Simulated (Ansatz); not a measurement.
System: CH₇OSi₂ (charge 0, doublet). It need not be the lowest isomer of its formula. 
Coordinates optimised at B3LYP-D3(BJ)/def2-TZVP (Ansatz, an electronic-structure program):
```xyz
11

C     -2.2952    -0.8448     0.1004
Si    -1.0176     0.4525    -0.2836
O      0.4811    -0.1863    -0.0406
Si     2.0840     0.0783     0.1734
H     -2.1664    -1.7193    -0.5401
H     -2.2218    -1.1692     1.1400
H     -3.3011    -0.4498    -0.0621
H     -1.1244     0.8938    -1.6951
H     -1.1865     1.6357     0.5960
H      2.7021    -1.1991     0.6217
H      2.2902     1.1366     1.2045
```
Charge 0, spin multiplicity 2.

Basis-set convergence of Hartree-Fock and MP2 correlation energies (hartree) with Ansatz. Valence correlation only, unless marked. UHF or UKS for open shells. Spin-orbit coupling is left out. No relativistic terms.

```
basis            functions       E(HF)  E(corr, MP2)
---------------  ---------  ----------  ------------
aug-cc-pV(D+d)Z        173  -694.74899      -0.54157
aug-cc-pV(T+d)Z        363           …             …
```

Question: Fill in the missing entries.

Answer: 
- aug-cc-pV(T+d)Z, E(HF): -694.81718
- aug-cc-pV(T+d)Z, E(corr, MP2): -0.65366
